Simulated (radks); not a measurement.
Values are calculated unless marked as measured or tabulated.
Q: Species: the xenon ion Xe4+. Configuration: [Kr] 4d10 5s2 5p2. Level of theory: Dirac Kohn-Sham, LDA (Slater exchange, VWN5 correlation), spin-unpolarised, spherical densities, point nucleus; open shells fill j = l - 1/2 first (a radial shooting solver on a logarithmic mesh with Libxc functionals).

Spin-orbit splittings of the eigenvalues, e(l+1/2) - e(l-1/2), with zeta = 2 splitting/(2l+1) and mean radii in bohr:

| shell | occ. | splitting (eV) | zeta (eV) | <r> j=l-1/2 | <r> j=l+1/2 |
|---|---|---|---|---|---|
| 2p | 6 | 324.2 | 216.1 | 0.09624 | 0.1020 |
| 3p | 6 | 61.56 | 41.04 | 0.2965 | 0.3082 |
| 3d | 10 | 13.03 | 5.211 | 0.2789 | 0.2825 |
| 4p | 6 | 12.43 | 8.289 | 0.7447 | 0.7727 |
| 4d | 10 | ? | ? | 0.8647 | 0.8753 |
| 4f | 0 | 0.1044 | 0.02984 | 1.612 | 1.622 |
| 5p | 2 | 1.912 | 1.275 | 1.894 | 1.956 |
| 5d | 0 | 0.2470 | 0.09879 | 2.509 | 2.529 |
| 6p | 0 | 0.5710 | 0.3807 | 3.859 | 3.956 |

Estimate the 4d splitting.

A: 2.022 eV (zeta = 0.8087 eV).
